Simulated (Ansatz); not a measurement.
`[CH3][Ta]([OH])([F])=[S]`, relaxed with RKS PBE-D4/def2-SVP in Ansatz 0.2.0 from a rough embedded geometry. The force threshold is 0.03 eV/Å; the program also tests the step.

Charge 0, multiplicity 1. Ta: def2 effective core potential.

Start:

```xyz
9

C     1.138    0.452   -0.698
Ta   -0.409   -0.287    0.788
O    -2.302   -0.203   -0.125
F    -0.497    0.905    2.497
S     0.031   -2.319    1.319
H     2.130    0.022   -0.415
H     0.840    0.249   -1.703
H     1.214    1.596   -0.541
H    -2.144   -0.416   -1.122
```

How much energy does the relaxation release, and in how many steps? (An estimate is asked.)

Computed: 137.58 kJ/mol, in 9 steps.

Which bonds change most? (An estimate is asked.)

Ansatz gave: Ta2–O3 from 2.104 to 1.898 Å; Ta2–F4 from 2.085 to 1.894 Å; C1–Ta2 from 2.268 to 2.144 Å; O3–H9 from 1.032 to 0.973 Å.

Give the relaxed structure. (Best estimate.)

Ansatz gave: 
```xyz
9

C     1.153    0.486   -0.565
Ta   -0.439   -0.210    0.691
O    -2.025    0.037   -0.322
F    -0.327    0.737    2.328
S    -0.012   -2.332    0.947
H     2.135    0.354   -0.060
H     1.191   -0.068   -1.527
H     1.002    1.567   -0.783
H    -2.679   -0.571   -0.710
```
